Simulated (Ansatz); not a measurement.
**Relaxing a trial structure of COTe**

The starting geometry of this gas-phase triplet was optimised with GFN2-xTB as a singlet.

```xyz
3

C     1.1025    0.5115    0.1711
O    -0.0101    0.2930    0.5150
Te    0.2144   -0.3988   -1.5990
```

Task: Predict what becomes of its bonds when it is optimised with B3LYP-D3(BJ)/def2-SVP.

Result: It falls apart into CO + Te. Contacts that open: C1–Te3 (2.18 → 3.36 Å), O2–Te3 (2.24 → 4.21 Å).

The energy falls by 2.20 eV over 13 steps:

```tsv
step	E − E(last) (eV)
1	2.201
2	1.052
4	0.255
5	0.091
6	0.049
8	0.007
9	0.004
10	0.001
12	0.000
13	0.000
```

Final geometry (Å):

```xyz
3

C     0.8461    0.5173    0.4063
O     0.1984    0.6482    1.3235
Te    0.2624   -0.7597   -2.6428
```

No frequencies were run, so the end isn't proven a minimum. Open shells are spin-unrestricted. The triplet needn't be the ground state. Atoms past krypton carry core potentials, without spin–orbit terms. Run with Ansatz 0.2.0, 38 s on 1 thread of AMD EPYC 9R45 96-Core Processor (Zen 5) (shared host).
